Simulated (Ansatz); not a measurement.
Ansatz (an electronic-structure program) input (CCSD(T)/def2-SVPD):

Ansatz 0.2 input:
```yaml
crystal:
  periodic: [false, false, false]
  atoms:
    - {symbol: Si, position_ang: [-0.24911664, -0.34554293, 0.47556201]}
    - {symbol: H, position_ang: [-1.03104073, -1.22405466, -0.56426854]}
    - {symbol: F, position_ang: [0.50207486, 0.67351730, -0.67706661]}
basis:
  gaussian:
    orbitals: def2-SVPD
total_charge: -1
magnetization: {spin_polarized: true, initial_magnetization: 1}
correlation: {method: ccsd_t, electrons: outside_noble_gas}
```

End of the output:

```
6 core orbitals not correlated
reference -10579.52840700 eV, -388.7904978955 hartree; 7, 6 occupied and 42, 43 virtual orbitals, 531 factors
second order -7.88906473 eV of doubles, -0.00000000 eV of singles
coupled cluster: 0.15 GiB planned
cycle   1  -8.46531962 eV  change   -1.1e-3 eV  update   1.2e-3
cycle   2  -8.46508861 eV  change    2.3e-4 eV  update   8.2e-4
cycle   3  -8.46518061 eV  change   -9.2e-5 eV  update   5.1e-4
cycle   4  -8.46531114 eV  change   -1.3e-4 eV  update   1.4e-4
cycle   5  -8.46546977 eV  change   -1.6e-4 eV  update   6.0e-5
cycle   6  -8.46553542 eV  change   -6.6e-5 eV  update   2.8e-5
cycle   7  -8.46552273 eV  change    1.3e-5 eV  update   1.5e-5
cycle   8  -8.46550740 eV  change    1.5e-5 eV  update   6.8e-6
cycle   9  -8.46550340 eV  change    4.0e-6 eV  update   1.8e-6
perturbative correction -0.21282896 eV, -0.0078213199 hartree
Total energy: -10588.20673936 eV, -389.1094207271 hartree
```
